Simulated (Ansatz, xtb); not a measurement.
# Relative energy of two isomers of C3H2BrN3

We compare a, `Brc1cnncn1`, a singlet, with b, `Brc1cncnn1`, a singlet. Both are isolated molecules in the gas phase, relaxed with B3LYP/def2-SVP.

Quicker runs give these differences E(b) − E(a): GFN2-xTB +0.073 eV; HF/STO-3G +0.017 eV (at GFN2-xTB geometries); r2SCAN-D4/def2-SVP +0.099 eV (at GFN2-xTB geometries).

Question: Estimate E(b) − E(a) at the level CCSD(T)/def2-SVP + ΔMP2/def2-TZVPP.

Answer: Calculated at CCSD(T)/def2-SVP + ΔMP2/def2-TZVPP: E(b) − E(a) = +0.062 eV, so structure a lies lower.

How the difference moves with the method:

| level | geometry | E(b) − E(a) (eV) | departure from the last row (eV) | job, with rough time for the two |
| --- | --- | --- | --- | --- |
| GFN2-xTB | GFN2-xTB | +0.073 | +0.012 | optimisation, 0.32 s |
| HF/STO-3G | GFN2-xTB | +0.017 | −0.045 | single point, 1.3 s |
| r2SCAN-D4/def2-SVP | GFN2-xTB | +0.099 | +0.037 | single point, 8.1 s |
| B3LYP/def2-SVP | B3LYP/def2-SVP | +0.085 | +0.023 | optimisation, 77 s |
| HF/def2-SVP | B3LYP/def2-SVP | +0.066 | +0.004 | part of the CCSD(T) run |
| MP2/def2-SVP | B3LYP/def2-SVP | +0.071 | +0.009 | part of the CCSD(T) run |
| CCSD(T)/def2-SVP | B3LYP/def2-SVP | +0.065 | +0.004 | single point |
| CCSD(T)/def2-SVP + ΔMP2/def2-TZVPP | B3LYP/def2-SVP | +0.062 |  | single point, 1.9 min |

As drawn, both hold the same kinds of bond in the same numbers.

HF/STO-3G finds them nearly level. The largest departure from CCSD(T)/def2-SVP + ΔMP2/def2-TZVPP is that of HF/STO-3G, 0.045 eV. The last row adds to CCSD(T) the change of the MP2 difference between the two basis sets, here −0.004 eV.

With thermal terms from frequencies at re-optimised GFN2-xTB minima (ideal gas, soft modes damped towards free rotors, one conformer each, 298.15 K, 1 atm): the zero-point term adds −0.003 eV; ΔH is +0.059 and ΔG +0.060 eV.

The correlated steps freeze 15 core orbitals; the filled d shell of Br is correlated, in a basis made for valence electrons. Programs: Ansatz 0.2.0, xtb 6.7.1; the last row on 2 threads of Intel(R) Xeon(R) Processor @ 2.70GHz on a shared host.
